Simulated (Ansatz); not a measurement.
Reaction (hydrogenolysis of the Al–O bond): `[CH3][Al]([OH])[SH]` + H₂ → `[CH3][AlH][SH]` + H₂O

Computed with Ansatz on PBE0-D4/def2-TZVP structures; ΔE is electronic, products minus reactants. CBS: MP2 limit from def2 TZ/QZ plus the TZ coupled-cluster correction, frozen cores. This one scheme is used for every species. DFT in def2-TZVPP. HSE06 is defined as in plane-wave codes. One conformer a species, not always the lowest.

| level | ΔE (kJ/mol) | difference from CCSD(T)/CBS |
| --- | --- | --- |
| LDA (SPW92) | 115.6 | -3.7 |
| r2SCANh-D4 | 124.4 | 5.1 |
| r2SCAN0-D4 | 121.8 | 2.5 |
| HSE06-D4 | 112.5 | -6.8 |
| ωB97X-V | 117.9 | -1.4 |
| r2SCAN0 | 120.8 | 1.5 |
| BHLYP | 116.2 | -3.1 |
| LC-ωPBE | 114.6 | -4.7 |
| MP2/def2-TZVPP | 127.1 | 7.8 |
| MP2/def2-QZVPP | 127.2 | 7.9 |
| CCSD(T)/CBS | 119.3 | 0 |

Largest T1 diagnostic among the species: 0.011.

The D4 term adds +4.6 kJ/mol with B3LYP and +2.6 kJ/mol with PBE0; it sums over pairs of atoms, weighted by their polarisabilities, and B3LYP, whose exchange is more repulsive, gets the larger term. In def2-TZVPP, CCSD(T) changes the Hartree–Fock value by +11.2 kJ/mol (the triples alone add +2.8 kJ/mol) and MP2 by +18.9 kJ/mol. At CCSD(T), def2-SVP lies −5.9 kJ/mol from the extrapolated value and def2-TZVPP +0.1 kJ/mol.

B3LYP here is the variant with VWN-RPA as its local correlation; programs differ in this.
